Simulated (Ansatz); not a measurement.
Ansatz (a first-principles code) input:

Ansatz 0.2 input:
```yaml
crystal:
  periodic: [false, false, false]
  atoms:
    - {symbol: C, position_ang: [-0.68814605, -0.12006035, 0.01578067]}
    - {symbol: N, position_ang: [0.43309875, -0.57174519, -0.03633379]}
    - {symbol: H, position_ang: [-1.15040306, 0.85458926, 0.09011025]}
    - {symbol: H, position_ang: [1.34281515, -0.10494135, -0.02352769]}
basis:
  gaussian:
    orbitals: def2-TZVP
hamiltonian:
  xc: b3lyp
  dispersion: d3bj
magnetization: {spin_polarized: true, initial_magnetization: 1}
relax: {f_tol: 0.002, max_steps: 150}
```

Question: Predict the final energy.

Answer: -94.00457 Eh (B3LYP-D3(BJ)/def2-TZVP). The basis has 74 functions.

It need not be the lowest isomer of its formula.
